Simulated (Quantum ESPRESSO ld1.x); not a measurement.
Charge is removed step by step from the 4p (averaged over the sub-levels emptied) level of the ruthenium ion Ru7+, starting from [Kr] 4d1. Calculated with ld1.x of Quantum ESPRESSO 7.5: Dirac Kohn-Sham, LDA (Slater exchange, Perdew-Zunger correlation), spin-unpolarised, spherical densities, point nucleus; open shells are shared between the two j in proportion to 2j + 1.

| removed (e) | E - E(0) (eV) | eigenvalue (eV) | E minus straight line (eV) |
|---|---|---|---|
| 0 | 0.000 | -149.83 | 0.000 |
| 0.125 | 18.889 | -152.40 | -1.134 |
| 0.25 | 38.099 | -154.97 | -1.947 |
| 0.375 | 57.633 | -157.56 | -2.437 |
| 0.5 | 77.491 | -160.16 | -2.603 |
| 0.625 | 97.674 | -162.77 | -2.443 |
| 0.75 | 118.18 | -165.39 | -1.957 |
| 0.875 | 139.02 | -168.01 | -1.143 |
| 1 | 160.19 | -170.65 | 0.000 |

Removing the whole electron costs 160.19 eV by Delta-SCF, against 149.83 eV from minus the eigenvalue at the starting occupation. Slater's transition state (half an electron removed) gives 160.16 eV. Integrating minus the eigenvalue over the occupation (Janak's theorem) gives 160.19 eV. The mean slope of the eigenvalue, de/dn, is 20.8 eV per electron.
